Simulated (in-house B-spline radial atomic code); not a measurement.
Orbital energies and mean radii along the 60-electron series, configuration 1s2 2s2 2p6 3s2 3p6 3d10 4s2 4p6 4d10 4f5/2(6) 5s2 5p6. The effective charge is n√(-2ε), a non-relativistic measure. Computed with an all-electron radial atomic-structure program (B-spline basis): Dirac-Hartree-Fock, jj configuration that fills j = l - 1/2 first, finite nuclei.

```json
{"ion": "Sm2+", "Z": "62", "energy of 4d5/2 (Eh)": "-5.6901", "mean radius of 4d5/2 (bohr)": "0.6774", "energy of 4f5/2 (Eh)": "-0.93396", "mean radius of 4f5/2 (bohr)": "0.93481", "energy of 5p3/2 (Eh)": "-1.4845", "mean radius of 5p3/2 (bohr)": "1.7007", "effective charge of 4d5/2": "13.494"}
{"ion": "Eu3+", "Z": "63", "energy of 4d5/2 (Eh)": "-6.6238", "mean radius of 4d5/2 (bohr)": "0.65765", "energy of 4f5/2 (Eh)": "-1.6545", "mean radius of 4f5/2 (bohr)": "0.84233", "energy of 5p3/2 (Eh)": "-2.033", "mean radius of 5p3/2 (bohr)": "1.5989", "effective charge of 4d5/2": "14.559"}
{"ion": "Gd4+", "Z": "64", "energy of 4d5/2 (Eh)": "-7.6635", "mean radius of 4d5/2 (bohr)": "0.63842", "energy of 4f5/2 (Eh)": "-2.4733", "mean radius of 4f5/2 (bohr)": "0.77681", "energy of 5p3/2 (Eh)": "-2.6416", "mean radius of 5p3/2 (bohr)": "1.5091", "effective charge of 4d5/2": "15.66"}
```
